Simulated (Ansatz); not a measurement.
```tsv
atom	x (Å)	y (Å)	z (Å)
C	0.0000	-0.3738	-0.0869
O	0.0000	-0.3334	1.0125
O	0.0000	0.6017	-0.8285
H	0.0000	-1.2301	-0.6440
H	0.0000	1.3272	-0.3065
```

Basis set: def2-TZVP (spherical functions). Left uncorrelated: 3 orbitals. Charge 0, multiplicity 1.

Computed with Ansatz (development build ahead of 0.2.0); each method stands on the lowest determinant of its kind that the runs found. Restricted open shells among the atoms or ions are ROHF, correlated in semicanonical orbitals with singles.

Give the atomization energy at this shape (free ground-state atoms in the same class of orbitals less the molecule, no zero-point energy) of singlet CH₂O₂ by RHF-MP2, RHF.

```json
{"method": "RHF-MP2", "atomization energy": "468.27 kcal/mol"}
{"method": "RHF", "atomization energy": "320.82 kcal/mol"}
```

Caution: no unrestricted run beside it, a lower state can exist; the shape is not the minimum.
